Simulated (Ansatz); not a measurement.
C2H4BNO, SMILES `B1C=NCO1`. Total charge 0; spin multiplicity 1. The geometry is a stationary point of PBE0-D4/def2-TZVP.

```xyz
9

B     0.174    0.740   -0.969
C    -1.130    0.368   -0.181
N    -0.828   -0.446    0.763
C     0.577   -0.688    0.718
O     1.161    0.050   -0.350
H     0.400    1.442   -1.903
H    -2.168    0.668   -0.300
H     1.043   -0.381    1.660
H     0.772   -1.754    0.563
```

(1) What is the dipole moment at ωB97M-V/def2-TZVPP? (An estimate is asked.)

(2) And with PBE, r2SCAN, B3LYP? (An estimate is asked.)

(3) Give the Mulliken charges with ωB97M-V, PBE, B3LYP in def2-TZVPP. (Estimate.)

## Answers

(1) Ansatz gave: 0.10 D, with components (0.05, 0.05, -0.07) D in this frame, pointing from negative to positive charge.

(2) The calculation gave: PBE 0.23 D, r2SCAN 0.15 D, B3LYP 0.08 D.

(3) Computed: 
| atom | ωB97M-V | PBE | B3LYP |
| --- | --- | --- | --- |
| B1 | 0.05 | 0.06 | 0.10 |
| C2 | -0.08 | -0.09 | -0.10 |
| N3 | -0.22 | -0.17 | -0.21 |
| C4 | 0.09 | 0.10 | 0.13 |
| O5 | -0.29 | -0.21 | -0.29 |
| H6 | 0.09 | 0.01 | 0.04 |
| H7 | 0.11 | 0.09 | 0.11 |
| H8 | 0.12 | 0.10 | 0.11 |
| H9 | 0.12 | 0.10 | 0.11 |

B3LYP here is the variant with VWN-RPA as its local correlation; programs differ in this.
